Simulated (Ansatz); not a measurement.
# Relative stability

Two relaxed structures of GeH3SO (charge -1), closed shell (PBE0-D4/def2-TZVPD; forces vanish, vibrations not checked).

A:

```
6
angstrom
O 0.1323 -2.2086 1.2267
S 1.0825 -1.2850 0.4030
Ge -0.0757 0.4911 -0.2584
H -1.3150 0.1971 -1.1698
H 0.8566 1.4299 -1.0852
H -0.6807 1.3755 0.8837
```

B:

```
atom    x (Å)    y (Å)    z (Å)
  O1   0.3187  -2.3251   1.2970
  S2   0.8491  -1.5319   0.1140
 Ge3  -0.0986   0.6711  -0.0034
  H4  -1.1166   0.2138  -1.1615
  H5   1.0817   0.9643  -1.0660
  H6   2.0418  -0.9651   0.5071
```

Ansatz 0.2.0; basis: def2-TZVPPD; cores frozen in the correlated methods. Filled d shells of the heavier atoms are correlated. The def2 sets are not built for correlating such inner shells, so the correlated values are less sure here. B3LYP uses VWN-RPA correlation.

(1) Which structure is lower at CCSD(T), and by how much? (To be estimated.)

The T1 diagnostic stays at or below 0.018.

## Answers

(1) By the calculation: A, by 22.8 kJ/mol (electronic energy, against the other). By their contacts, A is GeH₃SO ([O][S][GeH3]), total charge -1 and B is GeH₃SO ([O][SH][GeH2]), total charge -1.

All methods give the same order:

```csv
method,E(B) − E(A) (kJ/mol)
PBE-D4,8.3
r2SCAN-D4,13.4
PBE0-D4,12.8
B3LYP-D4,9.2
wB97M-V,11.8
HF,26.9
MP2,28.4
CCSD,22.7
CCSD(T),22.8
```

Labels in which every atom is bracketed show which atoms are joined, not bond orders.

For scale, one of the runs: CCSD(T)/def2-TZVPPD, 196 basis functions, launched by `ansatz run in.yaml --threads 2 --pin off --events-out ev --progress --plain --max-ram 4352MiB`. Hardware: 2 CPU threads of an Arm Neoverse V2, shared host. Wall time 94 s; peak host memory 2.2 GiB.
